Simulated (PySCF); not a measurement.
```xyz
7

Si    -1.1310     0.0129     0.1277
Al     1.2902    -0.0124    -0.1668
Cl     2.3650    -1.8215    -0.2593
Cl     2.4008     1.7711    -0.3141
H     -1.4498    -0.0334     1.5908
H     -1.7539    -1.1778    -0.5302
H     -1.7214     1.2611    -0.4480
```

Charge 0, multiplicity 1.

Q: Give the Mulliken and meta-Löwdin atomic charges from PBE-D3(BJ)/def2-TZVP (PySCF).

A: 
| atom | Mulliken (e) | meta-Löwdin (e) |
|---|---|---|
| Si1 | -0.09 | 0.07 |
| Al2 | 0.51 | 0.64 |
| Cl3 | -0.21 | -0.29 |
| Cl4 | -0.21 | -0.29 |
| H5 | 0.00 | -0.04 |
| H6 | 0.00 | -0.04 |
| H7 | 0.00 | -0.04 |
